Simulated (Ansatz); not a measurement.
`OBNCS` and `CCNCS` differ in one atom or group.

Ansatz, PBE0-D4/def2-TZVP geometries, multiplicity 1. Each molecule was computed in one conformer, which needn't be the lowest.

```json
{"property": "size of the dipole moment (B3LYP/def2-TZVPP) / D", "`OBNCS`": "3.07"}
{"property": "HOMO–LUMO gap (ωB97M-V/def2-TZVPP) / eV", "`OBNCS`": "11.27"}
{"property": "LUMO energy (PBE0/def2-TZVPP) / eV", "`OBNCS`": "0.08"}
{"property": "LUMO energy (ωB97M-V/def2-TZVPP) / eV", "`OBNCS`": "1.79"}
{"property": "size of the dipole moment (PBE/def2-TZVPP) / D", "`OBNCS`": "3.04"}
{"property": "HOMO–LUMO gap (PBE/def2-TZVPP) / eV", "`OBNCS`": "5.08"}
```

Q: What does the change do to each property? (Best estimate.)

A: Computed: 
```json
{"property": "size of the dipole moment (B3LYP/def2-TZVPP) / D", "`CCNCS`": "1.84", "shift": "-1.23"}
{"property": "HOMO–LUMO gap (ωB97M-V/def2-TZVPP) / eV", "`CCNCS`": "11.17", "shift": "-0.10"}
{"property": "LUMO energy (PBE0/def2-TZVPP) / eV", "`CCNCS`": "0.58", "shift": "0.50"}
{"property": "LUMO energy (ωB97M-V/def2-TZVPP) / eV", "`CCNCS`": "2.27", "shift": "0.48"}
{"property": "size of the dipole moment (PBE/def2-TZVPP) / D", "`CCNCS`": "1.82", "shift": "-1.22"}
{"property": "HOMO–LUMO gap (PBE/def2-TZVPP) / eV", "`CCNCS`": "4.85", "shift": "-0.23"}
```

With PBE0 the HOMO rises by 0.65 eV and the LUMO rises by 0.50 eV, so the gap narrows by about 0.15 eV. PBE moves the HOMO by 0.76 eV and ωB97M-V by 0.58 eV. Dipoles are sizes alone; their direction can turn.

B3LYP here is the variant with VWN-RPA as its local correlation; programs differ in this.
